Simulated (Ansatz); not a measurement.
Cl3SSi (`[S][Si](Cl)(Cl)Cl`) radical. The species carries charge 0 and has multiplicity 2.

Z-matrix (Å, degrees):
```
Si
S 1 2.097
Cl 1 2.029 2 112.6
Cl 1 2.029 2 112.6 3 121.6
Cl 1 2.032 2 104.2 3 -119.2
```

**Question.** What are the harmonic wavenumbers in cm⁻¹ at PBE0-D4/def2-TZVP (Ansatz, finite differences of forces, unscaled)? (An estimate is asked.)

**Answer.** The calculation gave: 87, 126, 192, 204, 214, 409, 587, 605, 621.

**Question.** Is this a minimum?

**Answer.** Yes, all 9 modes are real.

**Question.** Give the ideal-gas thermochemistry at 298.15 K and 1 bar (rigid rotor, harmonic oscillator; point group Cs, symmetry number 1).

**Answer.** Zero-point energy 18.2 kJ/mol; H(298) − E = 38.3 kJ/mol; entropy 365.3 J/(mol·K), of which translation 172.6, rotation 122.8, vibration 64.1, electronic 5.8; G(298) − E = -70.6 kJ/mol. Modes under 100 cm⁻¹ are hindered rotations or soft bends, so the harmonic entropy is rough.

**Question.** Rotational constants (cm⁻¹)?

**Answer.** 0.04577, 0.04329, 0.04212.
